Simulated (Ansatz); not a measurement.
Ansatz results at the PBE0-D4/def2-TZVP geometry: HOMO energy (PBE0/def2-TZVPP) -7.21 eV; zero-point energy (PBE0-D4/def2-TZVP) 136.8 kJ/mol; size of the dipole moment (ωB97M-V/def2-TZVPP) 2.61 D.

Each molecule was computed in one conformer, which needn't be the lowest.

Q: Which molecule gave them?
A. `[O]=[Ta]([OH])([OH])[F]`
B. `[NH]=[Ta]([NH2])([NH2])[OH]`
C. `[OH][Ta]([F])([F])([F])[F]`
D. `[NH]=[Ta]([OH])([OH])[OH]`

A: D. The others give `[O]=[Ta]([OH])([OH])[F]`: -9.53, 83.1, 2.26; `[OH][Ta]([F])([F])([F])[F]`: -10.65, 57.6, 3.33; `[NH]=[Ta]([NH2])([NH2])[OH]`: -6.98, 201.7, 0.72.
